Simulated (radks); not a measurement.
Problem. Species: Ba XXV. Configuration: [Ar] 3d10 4s2 4p2 (the NIST ground configuration). Method: scalar-relativistic Kohn-Sham, BLYP, spin-polarised, spherical densities, finite nucleus; open shells are filled with parallel spins first (spin-orbit coupling, left out, can overturn this in heavy ions); Fermi nuclear charge, rms radius 4.8378 fm; computed with a radial shooting solver on a logarithmic mesh with Libxc functionals. Some entries of the table are withheld. Estimate them.

orbital  occ.  eigenvalue (hartree)  <1/r> (bohr^-1)
1s up       1             -1396.957            60.70
1s down     1             -1396.916            60.70
2s up       1             -243.5404            13.98
2s down     1             -243.5174            13.98
2p up       3             -221.3182            13.29
2p down     3             -221.2816            13.29
3s up       1             -71.27521            5.111
3s down     1             -71.23168            5.112
3p up       3             -64.13606            4.859
3p down     3             -64.08697            4.860
3d up       5             -53.92952            4.619
3d down     5             -53.88262            4.621
4s up       1             -31.35135            2.369
4s down     1             -31.09016            2.372
4p up       2             -28.75016              (1)
4p down     0             -28.48985              (2)

Solution. 
(1) 4p up <1/r> (bohr^-1): 2.251
(2) 4p down <1/r> (bohr^-1): 2.252
